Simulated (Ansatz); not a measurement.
Reaction (hydrogenolysis of the Si–C bond): `CO[SiH2]CS` + H₂ → `CO[SiH3]` + CH₃SH

Program: Ansatz. Geometries: PBE0-D4/def2-TZVP. ΔE: electronic, gas phase. CBS: MP2 limit from def2 TZ/QZ plus the TZ coupled-cluster correction, frozen cores. This one scheme is used for every species. Functionals use def2-TZVPP. HSE06 is defined as in plane-wave codes. One conformer a species, not always the lowest.

| level | ΔE (kJ/mol) | difference from CCSD(T)/CBS |
| --- | --- | --- |
| r2SCAN-D4 | -11.1 | 2.0 |
| B97M-V | -17.6 | -4.5 |
| r2SCANh-D4 | -12.3 | 0.8 |
| CAM-B3LYP-D4 | -19.2 | -6.1 |
| ωB97M-V | -13.4 | -0.3 |
| PBE-QIDH | -16.7 | -3.6 |
| PBE | -18.9 | -5.8 |
| BLYP | -29.9 | -16.8 |
| PBE0 | -21.6 | -8.5 |
| HSE06 | -21.5 | -8.4 |
| BHLYP | -32.4 | -19.3 |
| RPA@PBE/def2-TZVPP | -19.3 | -6.2 |
| MP2/def2-SVP | -18.2 | -5.1 |
| MP2/def2-TZVPP | -9.7 | 3.4 |
| CCSD/def2-TZVPP | -21.8 | -8.7 |
| SCS-MP2/def2-QZVPP | -16.8 | -3.7 |
| CCSD(T)/CBS | -13.1 | 0 |

Question: What do rigid-rotor, harmonic-oscillator terms from PBE0-D4/def2-TZVP frequencies (298.15 K, 1 bar) make of the CCSD(T)/CBS value? (Best estimate.)

Answer: Computed: ΔZPE = +17.1 kJ/mol, ΔH = -0.5 kJ/mol, ΔS = 45 J/(mol·K), ΔG = -14.0 kJ/mol.

Largest T1 diagnostic among the species: 0.011.

At CCSD(T), def2-SVP lies −11.5 kJ/mol from the extrapolated value and def2-TZVPP −3.0 kJ/mol. The D4 term adds +14.5 kJ/mol with B3LYP and +8.1 kJ/mol with PBE0; it sums over pairs of atoms, weighted by their polarisabilities, and B3LYP, whose exchange is more repulsive, gets the larger term.

B3LYP here is the variant with VWN-RPA as its local correlation; programs differ in this.
